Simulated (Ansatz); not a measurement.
ClH5O2Si2, SMILES `O[SiH](O)[SiH2]Cl` at its PBE0-D4/def2-TZVP geometry, where that method's forces vanish. The species carries charge 0 and has multiplicity 1.

```xyz
10

O     0.7073    0.4671   -1.7265
Si   -0.4721   -0.1099   -0.7402
O    -0.5303   -1.7496   -0.6543
Si    0.0070    0.5691    1.4560
Cl    2.0829    0.6008    1.5483
H     1.6055    0.4316   -1.3873
H    -1.7281    0.4339   -1.3147
H    -0.7333   -2.2401   -1.4532
H    -0.4760   -0.3489    2.5165
H    -0.4629    1.9460    1.7552
```

(1) What forces (eV/Å) does r2SCAN-D4/def2-TZVPP give on these atoms in Ansatz 0.2.0? (Best estimate.)

Answers

(1) The calculation gave: 
```
O1   0.035  0.035 -0.052
Si2 -0.082  0.040  0.035
O3   0.005 -0.057  0.027
Si4 -0.062  0.010  0.009
Cl5  0.071 -0.003  0.001
H6   0.026  0.003  0.005
H7   0.019 -0.001  0.001
H8  -0.007 -0.023 -0.023
H9  -0.002  0.018 -0.005
H10 -0.002 -0.021  0.004
```
